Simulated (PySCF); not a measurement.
Give a PBE0-D3(BJ)/def2-SVP geometry of `C=[C](C)[Ge@@H]1[CH2]C[C@@H](CC)[CH2]1`.

```
atom  x, y, z in Å
C1     2.9036   -2.8513   -0.8090
C2     2.1689   -1.7334   -0.8681
C3     2.6740   -0.4680   -1.4951
Ge4    0.3737   -1.7054   -0.1051
C5    -1.0089   -1.0870   -1.3717
C6    -1.7388    0.0169   -0.5997
C7    -0.7454    0.8159    0.2588
C8    -1.4017    1.8969    1.1161
C9    -2.1102    2.9957    0.3390
C10    0.0709   -0.1766    1.1013
H11    2.5290   -3.7689   -0.3444
H12    3.9181   -2.8940   -1.2269
H13    3.6891   -0.5873   -1.9056
H14    2.0133   -0.1341   -2.3132
H15    2.6970    0.3569   -0.7627
H16    0.0874   -3.0806    0.5334
H17   -1.6814   -1.8875   -1.7123
H18   -0.5138   -0.6779   -2.2678
H19   -2.2959    0.6804   -1.2812
H20   -2.4903   -0.4338    0.0754
H21   -0.0462    1.3197   -0.4395
H22   -0.6244    2.3488    1.7562
H23   -2.1115    1.4095    1.8096
H24   -1.4230    3.4926   -0.3651
H25   -2.5065    3.7696    1.0146
H26   -2.9588    2.6082   -0.2453
H27    0.9987    0.2674    1.4926
H28   -0.5206   -0.5118    1.9708
```

Orientation and origin are arbitrary. Atoms count from 1 in this order. The 7 C–C bonds span 1.339 Å (C1=C2, drawn double) to 1.537 Å (C6–C7, drawn single), a spread of 0.198 Å. Ge4 (germanium bonded to 3 C and H) has angles from 92.4° to 114.5°. Of the pairs four or more bonds apart, H19···H26 is among the closest relative to their van der Waals radii: 2.29 Å, 95 % of the sum of Bondi's values. The 5-membered ring Ge4–C5–C6–C7–C10 has internal angles of 92.4° to 110.4°; it is puckered, 0.19 Å rms from its mean plane, widest ring torsion 52°.

Bonds between heavy atoms (Å): C1=C2 1.339, C2–C3 1.500, C2–Ge4 1.951, Ge4–C5 1.974, C5–C6 1.532, C6–C7 1.537, C7–C8 1.528, C8–C9 1.521, C7–C10 1.537, Ge4–C10 1.971.

Computed, not measured: PySCF 2.14.0, PBE0-D3(BJ)/def2-SVP geometry optimisation, gas phase.

Point group: C1 (no symmetry element, even within 0.4 Å). No PBE0-D3(BJ)/def2-SVP frequencies stand behind this structure, so it isn't proved a minimum. One conformer, not necessarily the lowest (C1–C2–Ge4–C5 -127°, C6–C7–C8–C9 -63°, C2–Ge4–C5–C6 -128°, Ge4–C5–C6–C7 37°, C5–C6–C7–C8 -177°, C6–C7–C10–Ge4 38°).
